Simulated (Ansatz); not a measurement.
Reaction (hydrogenolysis of a C–C bond): `CCOBCl` + H₂ → `COBCl` + CH₄

Program: Ansatz. Geometries: PBE0-D4/def2-TZVP. ΔE: electronic, gas phase. CCSD(T)/CBS is the MP2 limit (def2-TZVPP, def2-QZVPP) plus CCSD(T) − MP2 in def2-TZVPP, frozen cores. This one scheme is used for every species. Each species was taken in one conformer, which may not be the lowest.

| species | CCSD(T)/CBS(def2) energy (Eh) |
| --- | --- |
| `CCOBCl` | -639.54595 |
| H₂ | -1.17544 |
| `COBCl` | -600.27977 |
| CH₄ | -40.46206 |

**Question.** Work out ΔE.

**Answer.** ΔE = (-600.27977) + (-40.46206) − (-639.54595) − (-1.17544) = -0.02044 Eh = -12.8 kcal/mol.

Largest T1 diagnostic among the species: 0.012.

The D4 term adds +1.7 kcal/mol with B3LYP and +0.9 kcal/mol with PBE0; it sums over pairs of atoms, weighted by their polarisabilities, and B3LYP, whose exchange is more repulsive, gets the larger term. Leaving LDA and LC-ωPBE aside and taking each functional with its dispersion term where it has one, the values, not all of them listed here, spread over 2.8 kcal/mol, from BHLYP-D4 to revPBE-D4. LDA lies +2.2 kcal/mol from PBE without D4. In def2-TZVPP, CCSD(T) changes the Hartree–Fock value by +4.0 kcal/mol (the triples alone add +0.8 kcal/mol) and MP2 by +4.6 kcal/mol.

B3LYP here is the variant with VWN-RPA as its local correlation; programs differ in this.
